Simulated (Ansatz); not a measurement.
`[Br][SnH3]` + `[SnH3][C]1=[CH][AlH]1` → `[SnH3][SnH3]` + `Br[C]1=[CH][AlH]1` at 298.15 K and 1 bar (redistribution).

Gas-phase electronic energies from Ansatz, PBE0-D4/def2-TZVP geometries. CCSD(T)/CBS is the MP2 limit (def2-TZVPP, def2-QZVPP) plus CCSD(T) − MP2 in def2-TZVPP, frozen cores. def2 core potentials past Kr. For Br, Sn outer-core shells are correlated without core-valence functions, which leaves a few kJ/mol of doubt a bond. Scalar relativity is left out up to krypton.

| species | CCSD(T)/CBS energy (Eh) | H − E (kJ/mol) | S (J/(mol·K)) |
| --- | --- | --- | --- |
| `[Br][SnH3]` | -2789.16986 | 68.5 | 287.6 |
| `[SnH3][C]1=[CH][AlH]1` | -535.04443 | 143.6 | 350.5 |
| `[SnH3][SnH3]` | -431.62947 | 124.3 | 327.9 |
| `Br[C]1=[CH][AlH]1` | -2892.56060 | 87.2 | 308.5 |

H − E and S are ideal-gas, rigid-rotor, harmonic terms from PBE0-D4/def2-TZVP. 1 Eh = 2625.50 kJ/mol, R = 8.31446 J/(mol·K).

Q: By hand: ΔE, ΔH, ΔS and ΔG.

A: ΔE = (-431.62947) + (-2892.56060) − (-2789.16986) − (-535.04443) = 0.02422 Eh = 63.6 kJ/mol. Δ(H − E) = 124.3 + 87.2 − 68.5 − 143.6 = -0.6, so ΔH = 63.0 kJ/mol. ΔS = 327.9 + 308.5 − 287.6 − 350.5 = -1.7 J/(mol·K). ΔG = 63.0 − 298.15 × (-1.7)/1000 = 63.5 kJ/mol.

Q: By hand: the equilibrium constant, and the temperature at which ΔG would vanish if ΔH and ΔS stayed fixed.

A: log₁₀ K = −ΔG/(RT ln 10) = -11.1. ΔH and −TΔS have one sign here, so there is no such temperature. One of them is within its doubt of zero, so this could turn.

The number of gas molecules stays the same, so ΔS is small and ΔH decides. A doubt of 5 kJ/mol in ΔE shifts log₁₀ K by 0.9 here. These are equilibria of isolated gas molecules and say nothing of rates. Largest T1 diagnostic: 0.014 (customary marks: 0.02 for closed shells, 0.045 for open ones).
